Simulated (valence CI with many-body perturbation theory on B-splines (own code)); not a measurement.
**Se²¹⁺ in brief**

Calculated by valence CI with perturbative core correlation (CI+MBPT): three valence electrons over a frozen Dirac-Fock core [Ne], a basis of 11 s, 11 p, 9 d, 7 f, 5 g, 2 h, 1 i functions for each j, with the one-electron correlation potential Σ1 (screened to all orders), the two-electron term Σ2, the three-electron term Σ3, Breit, model QED; selected single and double excitations, second order for the rest (own B-spline code, finite nucleus).

No measured levels were compared; by estimate levels of excited configurations hold to 0.05 to 0.15 % of their energy, terms of the ground configuration to about 0.5 %.

Names give the largest LS component (configuration and term), which can be under half, so a name can repeat, a term be missing and a line seem to break the LS rules; names also repeat where a configuration has a term twice.

Rates and lifetimes use the calculated energies. Strong lines usually hold to 10 to 20 %, long lifetimes can be off by a factor of two.

Question: What is the ground level?

Answer: 3s²3p ²P°_1/2, composition 98 % 3s²3p ²P°, g = 0.663.

Question: How well does LS coupling describe the low levels?

Answer: Among the lowest 20 levels the leading LS term, summed over configurations, holds 87 % on average. For single configurations the figures are 79 % in LS and 73 % in jj coupling. Terms mix most in the J = 1/2 level at 82.53 eV, where the leading one holds 56 %.

Question: Name the longest-lived excited levels whose lifetime is computed, and their main decay.

Answer: 3s²3p ²P°_3/2 at 9.13 eV lives 278 μs, mostly by M1 to 3s²3p ²P°_1/2. The lifetime of 3s3p3d ⁴F°_9/2 is too uncertain to give, and may be longer.

Question: Where does the other parity begin?

Answer: At 3s3p² ⁴P_1/2, 46.07 eV.

Question: What is the ionisation energy?

Answer: 893.78 eV; NIST lists 887 ± 4 eV (semi-empirical).
